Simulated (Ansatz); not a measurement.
Consider the ligand exchange at a Ge–Cl bond: `[Cl][GeH]([Cl])[Cl]` + HBr → `[Cl][GeH]([Cl])[Br]` + HCl.

Computed with Ansatz on PBE0-D4/def2-TZVP structures; ΔE is electronic, products minus reactants. CBS: MP2 limit from def2 TZ/QZ plus the TZ coupled-cluster correction, frozen cores. This one scheme is used for every species. DFT in def2-TZVPP. B3LYP here is the variant with VWN-RPA as its local correlation; programs differ in this. For Br, Ge outer-core shells are correlated without core-valence functions, which leaves a few kJ/mol of doubt a bond. Scalar relativity is left out up to krypton.

(1) Is it downhill or uphill in electronic energy at CCSD(T)/CBS, and by how much? (An estimate is asked.)

(2) What do these levels give: PBE-D4, B97M-V, BHLYP-D4, B2PLYP, PBE0, B3LYP, LC-ωPBE, MP2/def2-TZVPP, CCSD/def2-TZVPP, CCSD(T)/def2-TZVPP, MP2/CBS(def2), CCSD/CBS(def2)? (Best estimate.)

Largest T1 diagnostic among the species: 0.009.

## Answers

(1) The calculation gave: Downhill: ΔE = -0.09 eV.

(2) Computed: PBE-D4 -0.08, B97M-V -0.03, BHLYP-D4 -0.08, B2PLYP -0.06, PBE0 -0.07, B3LYP -0.06, LC-ωPBE -0.05, MP2/def2-TZVPP -0.09, CCSD/def2-TZVPP -0.07, CCSD(T)/def2-TZVPP -0.07, MP2/CBS(def2) -0.10, CCSD/CBS(def2) -0.09 eV.

Leaving LDA and LC-ωPBE aside and taking each functional with its dispersion term where it has one, the values, not all of them listed here, spread over 0.06 eV, from HSE06-D4 to B97M-V. At CCSD(T), def2-SVP lies +0.07 eV from the extrapolated value and def2-TZVPP +0.01 eV.
